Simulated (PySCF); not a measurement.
NMR data simulated for an unnamed compound:

1H NMR (500 MHz, computed): δ 8.34 (dd, J = 9.8, 5.1 Hz, 2H), 7.18 (dd, J = 9.8, 8.7 Hz, 2H), 3.86 (s, 3H).

13C{1H} NMR (computed): δ 173.7 (C, d, J = 323.6 Hz), 169.0 (C), 138.9 (CH, d, J = 7.0 Hz), 129.1 (C), 120.0 (CH, d, J = 19.5 Hz), 52.4 (CH3).

Calculated, not measured (PySCF 2.14.0 with density-fitted response routines): PBE0-D3(BJ)/def2-SVP geometry, NMR shieldings at PBE0/pcSseg-1/GIAO, J couplings at B3LYP/pcJ-1 (spin–dipole term only in couplings to heteroatoms). No solvent model, rapidly exchanging positions averaged, one computed conformer, no relativistic terms.

Scale: TMS for 1H and 13C (reference shieldings calculated alike).

Q: Which of these does the molecule contain: a vinyl group CH=CH2, a three-membered ring, an ester, a benzene ring, a methoxy group, a carboxylic acid?

A: 
- A vinyl group CH=CH2: no.
- A three-membered ring: no.
- An ester: yes (δC 169.0).
- A benzene ring: yes.
- A methoxy group: yes (δC 52.4; δH 3.86 (s)).
- A carboxylic acid: no.

The data belong to `O=C(OC)C1=CC=C(F)C=C1`, C$_{8}$H$_{7}$FO$_{2}$; they needn't prove each group on their own.

Carbon signals by region: 2 in the far downfield region (above 160 ppm), 3 in the sp2 and nitrile region (100–160 ppm), 1 at 50–100 ppm. Above 160 ppm: 173.7, aromatic carbon bearing fluorine, 169.0, ester carbonyl carbon.

C–F couplings over four or more bonds (about 3 Hz to the para carbon of a fluoroarene) are left out. Common functionals overestimate the size of one-bond C–F couplings by tens of Hz; these are unscaled. Splittings below 1 Hz are ignored in the labels, and close J values are merged. Couplings among chemically equivalent protons are left out too, so labels in AA′BB′ or AA′XX′ sets are apparent multiplicities. Unscaled 3J(H,H) at this level run about 10 % above measured values. Shifts are as computed. Against solution values, carbons near 30 ppm lie about +2 ppm off and those near 130 ppm about +5 ppm (rms about the fit 1.9 ppm; single classes can miss by 10 ppm). Of 1328 compounds with measured shifts, 309 miss one by over three times the rms of a fit or turn the order of signals round; such compounds aren't used in these exercises. Signals without a measured value on file couldn't be tested in this way; 1H shifts scatter by 0.2 ppm about their fit, and single ones miss by 0.5 ppm.
